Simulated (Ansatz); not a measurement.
Computed with Ansatz on PBE0-D4/def2-TZVP structures; ΔE is electronic, products minus reactants. CCSD(T)/CBS adds triple-zeta CCSD(T) − MP2 to the extrapolated MP2 energy (def2 sets, frozen cores). Functionals use def2-TZVPP. Elements past krypton have def2 core potentials. For W outer-core shells are correlated without core-valence functions, which leaves a few kJ/mol of doubt a bond. Each species was taken in one conformer, which may not be the lowest.

Consider the redistribution: `[O]=[W]([OH])([F])([F])[F]` + `N[Si@@H](Cl)[Si@@H](N)Cl` → `[O]=[W]([F])([F])([F])[Cl]` + `N[Si@H](Cl)[Si@@H](N)O`.

`[O]=[W]([OH])([F])([F])[F]`:

Z-matrix (Å, degrees):
```
W
O 1 1.861
F 1 1.862 2 88.7
F 1 1.862 2 88.7 3 -148.1
O 1 1.675 2 102.8 3 105.9
F 1 1.857 2 151.7 3 -74.0
H 2 0.959 1 133.8 3 73.9
```

`N[Si@@H](Cl)[Si@@H](N)Cl`:

Cartesian coordinates in Å:
```
N 1.505 -0.741 -1.599
Si 1.149 0.249 -0.265
Cl 0.752 2.252 -0.719
Si -0.834 -0.517 0.701
N -1.544 0.774 1.545
Cl -1.939 -1.244 -0.919
H 0.757 -1.067 -2.192
H 2.381 -0.678 -2.091
H 2.340 0.297 0.615
H -0.718 -1.672 1.621
H -1.508 1.704 1.157
H -2.340 0.644 2.147
```

`[O]=[W]([F])([F])([F])[Cl]`:

```xyz
6

O     0.736    1.564   -0.091
W    -0.019    0.078    0.013
F     0.306   -0.431    1.763
F    -0.792   -0.113   -1.657
F    -1.754    0.364    0.597
Cl    1.523   -1.461   -0.625
```

`N[Si@H](Cl)[Si@@H](N)O`:

```xyz
13

N    -1.730   -0.513    0.499
Si   -0.928    0.405   -0.710
O    -1.277    2.015   -0.819
Si    1.324    0.154   -0.141
N     1.677   -1.490    0.110
Cl    1.445    1.348    1.596
H    -1.523   -0.353    1.473
H    -2.692   -0.790    0.377
H    -1.344   -0.156   -2.016
H    -0.907    2.578   -0.135
H     2.370    0.722   -1.025
H     0.973   -2.097    0.499
H     2.611   -1.823    0.290
```

Q: Is it downhill or uphill in electronic energy at CCSD(T)/CBS, and by how much? (An estimate is asked.)

A: Ansatz gave: Uphill: ΔE = +0.04 eV.

Q: What do these levels give: PBE-D4, B2PLYP, PBE, HF/def2-TZVPP, SCS-MP2/def2-TZVPP, MP2/def2-QZVPP? (Estimate.)

A: Computed: PBE-D4 0.07, B2PLYP 0.02, PBE 0.06, HF/def2-TZVPP 0.08, SCS-MP2/def2-TZVPP -0.01, MP2/def2-QZVPP -0.03 eV.

Largest T1 diagnostic among the species: 0.021, so the coupled-cluster value is less sure than usual.

In def2-TZVPP, CCSD(T) changes the Hartree–Fock value by −0.06 eV (the triples alone add −0.03 eV) and MP2 by −0.12 eV.
